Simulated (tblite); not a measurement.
Isomers of C5H10NOP. Calculated harmonic vibrations of the isolated species, GFN2-xTB (tblite), most abundant isotopes, no scaling. The method is semi-empirical: single wavenumbers can be off by several per cent or more. Modes of hydrogen on phosphorus can be 10 to 20 % off. One conformer each.

Electronic energies: GFN2-xTB at the same geometries; isomer energies are rough at this level and their order can be wrong.

```json
{"SMILES": "NP1CCC(=O)CC1", "electronic energy, lowest = 0 (kJ/mol)": "39.7"}
{"SMILES": "CC[P@@H](=O)CCC#N", "electronic energy, lowest = 0 (kJ/mol)": "10.2"}
{"SMILES": "C=C[C@@H]1C[P@@]1(=N)CO", "electronic energy, lowest = 0 (kJ/mol)": "299.0"}
{"SMILES": "CC(C)[P@@H](=O)CC#N", "electronic energy, lowest = 0 (kJ/mol)": "2.8"}
{"SMILES": "CC[P@@](C)(=O)CC#N", "electronic energy, lowest = 0 (kJ/mol)": "0.0"}
```

Problem. How do GFN2-xTB zero-point energies change the relative energies?

Solution. 
| SMILES | ZPE (kJ/mol) | of it from modes above 1550 cm⁻¹ | electronic (kJ/mol) | with ZPE, lowest = 0 (kJ/mol) | lowest mode (cm⁻¹) | rings |
| --- | --- | --- | --- | --- | --- | --- |
| CC[P@@](C)(=O)CC#N | 371.2 | 193.5 | 0.0 | 0.0 | 38 | 0 |
| CC(C)[P@@H](=O)CC#N | 371.4 | 188.9 | 2.8 | 2.9 | 36 | 0 |
| CC[P@@H](=O)CCC#N | 372.5 | 188.6 | 10.2 | 11.4 | 35 | 0 |
| NP1CCC(=O)CC1 | 381.6 | 192.6 | 39.7 | 50.1 | 64 | 1 |
| C=C[C@@H]1C[P@@]1(=N)CO | 367.7 | 195.7 | 299.0 | 295.4 | 47 | 1 |

The zero-point energies span 13.9 kJ/mol, from `C=C[C@@H]1C[P@@]1(=N)CO` to `NP1CCC(=O)CC1`. The order is unchanged.

Problem. What do entropy and thermal enthalpy add at 298.15 K and 1 bar (rigid rotor, harmonic oscillator, one conformer each)?

Solution. 
```json
{"SMILES": "CC[P@@](C)(=O)CC#N", "point group": "C1", "symmetry number": "1", "S (J/(mol K))": "423.5", "H − H(0) (kJ/mol)": "30.64", "ZPE + H − H(0) − TS (kJ/mol)": "275.6"}
{"SMILES": "CC(C)[P@@H](=O)CC#N", "point group": "C1", "symmetry number": "1", "S (J/(mol K))": "419.3", "H − H(0) (kJ/mol)": "29.70", "ZPE + H − H(0) − TS (kJ/mol)": "276.1"}
{"SMILES": "CC[P@@H](=O)CCC#N", "point group": "C1", "symmetry number": "1", "S (J/(mol K))": "419.9", "H − H(0) (kJ/mol)": "29.22", "ZPE + H − H(0) − TS (kJ/mol)": "276.5"}
{"SMILES": "NP1CCC(=O)CC1", "point group": "C1", "symmetry number": "1", "S (J/(mol K))": "381.9", "H − H(0) (kJ/mol)": "25.70", "ZPE + H − H(0) − TS (kJ/mol)": "293.5"}
{"SMILES": "C=C[C@@H]1C[P@@]1(=N)CO", "point group": "C1", "symmetry number": "1", "S (J/(mol K))": "414.3", "H − H(0) (kJ/mol)": "29.45", "ZPE + H − H(0) − TS (kJ/mol)": "273.6"}
```
